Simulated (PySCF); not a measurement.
**NMR parameters of B(NCO)3**

B(NCO)3, C3BN3O3, point group Cs.

Geometry (Å), atoms numbered from 1 in this order:
```xyz
10

B     0.021   -0.035    0.007
N     1.428    0.153   -0.013
C     2.616    0.000   -0.031
O     3.776   -0.099   -0.048
N    -0.848    1.090    0.001
C    -1.247    2.221   -0.019
O    -1.688    3.298   -0.037
N    -0.522   -1.347    0.036
C    -1.333   -2.231    0.048
O    -2.077   -3.126    0.061
```

GIAO calculations in PySCF on the PBE0-D3(BJ)/def2-SVP structure: isolated species, non-relativistic, equivalent atoms averaged; basis pcSseg-1.

Task: Give the isotropic shieldings (ppm) with B3LYP, PBE0.

Result: 
```tsv
atoms	environment	B3LYP	PBE0
O4/O7/O10	oxygen bonded to C	170.5	172.3
N2/N5/N8	nitrogen bonded to C, B	187.5	190.4
C3/C6/C9	carbon bonded to N, O	56.8	60.6
B1	boron bonded to 3 N	95.1	97.6
HOMO–LUMO gap (eV)	–	6.28	6.72
```

Task: And the chemical shifts, against references computed in the same way?

Result: 
```
    atoms  nucleus, reference  B3LYP   PBE0
O4/O7/O10            17O, H2O  163.5  162.2
 N2/N5/N8            15N, NH3   76.1   75.3
 C3/C6/C9            13C, TMS  122.4  123.8
       B1       11B, BF3·OEt2    2.8    3.1
```

Task: Which part of the shielding of O4/O7/O10 depends on the functional?

Result: Diamagnetic: B3LYP 400, PBE0 399 ppm; paramagnetic: B3LYP -229, PBE0 -226 ppm.

Task: What couplings does B3LYP/pcJ-1 give?

Result: 1J(B1,N2) = -59.7, 2J(B1,C3) = 23.5 Hz (averaged over equivalent pairs; isotopes 11B, 15N, 13C).

Experimental scales use liquid or dissolved standards, which lie at an offset from isolated NH3 (liquid NH3: subtract about 20 ppm) and H2O (liquid H2O: subtract about 36 ppm).
